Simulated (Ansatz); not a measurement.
Cost and result for the atomization energy of Al2BFH4O (`F[B]([AlH2])[O][AlH2]`) (9 atoms, 8 bonds).

```xyz
9

F    -1.081    1.726   -0.483
B    -0.226    0.802   -0.003
Al    1.332    1.402    1.358
O    -0.402   -0.458   -0.412
Al   -1.012   -1.831   -1.198
H     2.774    1.823    0.830
H     1.098    1.407    2.933
H    -0.389   -2.193   -2.599
H    -2.093   -2.678   -0.425
```

Total charge 0; spin multiplicity 1. Geometry: relaxed with PBE0-D4/def2-TZVP. It is one conformer, not always the lowest. Program: Ansatz. All runs use 2 threads of an Arm Neoverse V2 on a shared host. Times are those of one run each, without the atoms' runs, and a repeat can differ threefold. Electronic energies, without spin–orbit coupling; frozen cores. CCSD(T)/CBS adds CCSD(T) − MP2 in def2-TZVPP to the MP2 limit, and its time is that of the two runs behind it. T1 = 0.014. B3LYP takes the VWN-RPA correlation (the form of Gaussian; ORCA's B3LYP/G). HSE06 is the plane-wave form, built on full-range PBE exchange.

CCSD(T)/CBS is a level of theory with its own doubt, some kJ/mol a heavy atom from the limit and from the frozen cores, so smaller differences don't rank the functionals.

| level | functions | atomization (kcal/mol) | difference from CCSD(T)/CBS | per bond |
| --- | --- | --- | --- | --- |
| HSE06-D4/def2-TZVPP | 233 | 716.8 | -10.4 | -1.3 |
| B97M-V/def2-TZVPP | 233 | 739.4 | 12.2 | 1.5 |
| CCSD(T)/def2-SVP | 98 | 689.7 | -37.5 | -4.7 |
| CCSD(T)/CBS(def2) | – | 727.2 | 0.0 | 0.0 |
| BHLYP-D4/def2-TZVPP | 233 | 706.9 | -20.3 | -2.5 |
| LDA (SPW92)/def2-TZVPP | 233 | 817.3 | 90.1 | 11.3 |
| r2SCAN-D4/def2-TZVPP (with forces) | 233 | 730.6 | 3.4 | 0.4 |
| PBE0-D4/def2-TZVPP | 233 | 716.4 | -10.8 | -1.3 |
| BLYP-D4/def2-TZVPP | 233 | 723.1 | -4.1 | -0.5 |
| MP2/def2-QZVPP | 431 | 737.2 | 10.0 | 1.2 |
| CCSD(T)/def2-TZVPP | 233 | 708.3 | -18.9 | -2.4 |
| r2SCANh-D4/def2-TZVPP | 233 | 724.8 | -2.4 | -0.3 |
| B3LYP-D4/def2-TZVPP (with forces) | 233 | 724.5 | -2.7 | -0.3 |

Q: Order the runs by time, with rough figures. (Estimate.)

A: Computed: LDA (SPW92)/def2-TZVPP 1.9 s; BLYP-D4/def2-TZVPP 3.4 s; PBE0-D4/def2-TZVPP 4.7 s; HSE06-D4/def2-TZVPP 4.8 s; BHLYP-D4/def2-TZVPP 4.8 s; CCSD(T)/def2-SVP 4.9 s; B3LYP-D4/def2-TZVPP (with forces) 7 s; r2SCAN-D4/def2-TZVPP (with forces) 8 s; r2SCANh-D4/def2-TZVPP 9 s; B97M-V/def2-TZVPP 14 s; MP2/def2-QZVPP 28 s; CCSD(T)/def2-TZVPP 2.6 min; CCSD(T)/CBS(def2) 3 min.

Leaving LDA and LC-ωPBE aside and taking each functional with its dispersion term where it has one, the values spread over 32.5 kcal/mol, from BHLYP-D4 to B97M-V. LDA lies +92.8 kcal/mol from PBE without D4, its usual overbinding. From r2SCAN to r2SCAN0 (25 % exact exchange), in def2-TZVPP and without D4, the atomization energy moves by −14.1 kcal/mol: exact exchange takes away binding that semilocal exchange gives to molecules. The D4 term adds +6.3 kcal/mol with B3LYP and +3.3 kcal/mol with PBE0; it sums over pairs of atoms, weighted by their polarisabilities, and B3LYP, whose exchange is more repulsive, gets the larger term.
